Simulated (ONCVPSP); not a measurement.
Ranking ONCV potentials for P

All share these settings but for the change named:

phosphorus (P), optimised norm-conserving Vanderbilt (ONCV), made with ONCVPSP 4.0.1 (PBE, scalar-relativistic). Core [He], reference 2s2 2p6 3s2 3p3. Waves: 2s+3s: rc 0.95 bohr, ncon 5, nbas 8, qcut 9.8 1/bohr, 2 projectors; 2p+3p: rc 0.85 bohr, ncon 4, nbas 7, qcut 12.7 1/bohr, 2 projectors; d scattering state at 0.22 Ha: rc 0.90 bohr, ncon 3, nbas 7, qcut 9.3 1/bohr, 2 projectors, debl 2.6 Ha. Local part: polynomial inside 0.80 bohr (lpopt 5, dvloc0 3 Ha). Core correction: Teter function, fcfact 3, rcfact 1.3.

Test errors are all-electron minus pseudo excitation energies from the reference, over 2s2 2p6 3s2 3p2; 2s2 2p6 3s2 3p1; 2s2 2p6 3s2 3p0; 2s2 2p6 3s2 3p2.5. None of these files shows a bound ghost.

The base gives 12.3 meV.

Of 6 variants that were run, those that failed, showed a ghost or another fault, or gave nearly equal values are left out.

A variant can come out equal or close to the base, since the largest error may sit in a test that the change hardly touches while other tests move.

Question: Rank these variants by their largest absolute test error, smallest first.
A. p: nbas 8
B. p: rc 1.22
C. p: rc 1.26

Answer: C (5.6 meV), B (6.9 meV), A (12.6 meV).
